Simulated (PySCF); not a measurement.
Isomers of C4H6F2O.

All values: B3LYP/def2-SVPD (PySCF) at GFN2-xTB geometries, gas phase, one conformer each. Core orbitals are frozen in the response; Δα² is half the sum of the squared differences of the principal polarisabilities.

Question: Rank by HOMO energy, lowest first.
A. `CC1[C@@H](F)O[C@@H]1F`
B. `[CH2:1]=[C:2]([O:3][CH3:4])[CH:5]([F:6])[F:7]` with C1–C2–O3–C4 0°, C1–C2–C5–F6 59°
C. `[F:1][C@@H:2]1[CH2:3][CH2:4][C@@H:5]([F:6])[O:7]1` with F1–C2–C3–C4 -87°, C2–C3–C4–C5 -34°, C3–C4–C5–F6 -87°, C4–C5–O7–C2 -12°
D. `[CH2:1]=[C:2]([CH2:3][F:4])[O:5][CH2:6][F:7]` with C1–C2–C3–F4 17°, C1–C2–O5–C6 -8°, C2–O5–C6–F7 72°
E. `[CH3:1][C@@H:2]([F:3])[C@@H:4]([F:5])[CH:6]=[O:7]` with C1–C2–C4–F5 -44°, C2–C4–C6–O7 47°

Answer: C (-9.15 eV), A (-8.61 eV), E (-8.00 eV), D (-7.19 eV), B (-7.05 eV).

Question: Rank by mean static polarisability, highest first.
A. `[CH2:1]=[C:2]([CH2:3][F:4])[O:5][CH2:6][F:7]` with C1–C2–C3–F4 17°, C1–C2–O5–C6 -8°, C2–O5–C6–F7 72°
B. `[F:1][C@@H:2]1[CH2:3][CH2:4][C@@H:5]([F:6])[O:7]1` with F1–C2–C3–C4 -87°, C2–C3–C4–C5 -34°, C3–C4–C5–F6 -87°, C4–C5–O7–C2 -12°
C. `[CH3:1][C@@H:2]([F:3])[C@@H:4]([F:5])[CH:6]=[O:7]` with C1–C2–C4–F5 -44°, C2–C4–C6–O7 47°

Answer: A (8.32 Å³), C (7.92 Å³), B (7.62 Å³).

All values together:

| SMILES | μ (D) | HOMO (eV) | LUMO (eV) | α (Å³) | Δα (Å³) |
| --- | --- | --- | --- | --- | --- |
| C[C@@H](F)[C@@H](F)C=O | 0.98 | -8.00 | -1.98 | 7.92 | 1.11 |
| CC1[C@@H](F)O[C@@H]1F | 2.44 | -8.61 | 0.29 | 7.69 | 1.08 |
| C=C(CF)OCF | 1.64 | -7.19 | -0.15 | 8.32 | 2.63 |
| F[C@@H]1CC[C@@H](F)O1 | 2.22 | -9.15 | 0.35 | 7.62 | 1.12 |
| C=C(OC)C(F)F | 3.07 | -7.05 | -0.38 | 8.36 | 2.45 |

Conformers: `[CH3:1][C@@H:2]([F:3])[C@@H:4]([F:5])[CH:6]=[O:7]` with C1–C2–C4–F5 -44°, C2–C4–C6–O7 47°; `[CH2:1]=[C:2]([CH2:3][F:4])[O:5][CH2:6][F:7]` with C1–C2–C3–F4 17°, C1–C2–O5–C6 -8°, C2–O5–C6–F7 72°; `[F:1][C@@H:2]1[CH2:3][CH2:4][C@@H:5]([F:6])[O:7]1` with F1–C2–C3–C4 -87°, C2–C3–C4–C5 -34°, C3–C4–C5–F6 -87°, C4–C5–O7–C2 -12°; `[CH2:1]=[C:2]([O:3][CH3:4])[CH:5]([F:6])[F:7]` with C1–C2–O3–C4 0°, C1–C2–C5–F6 59°.
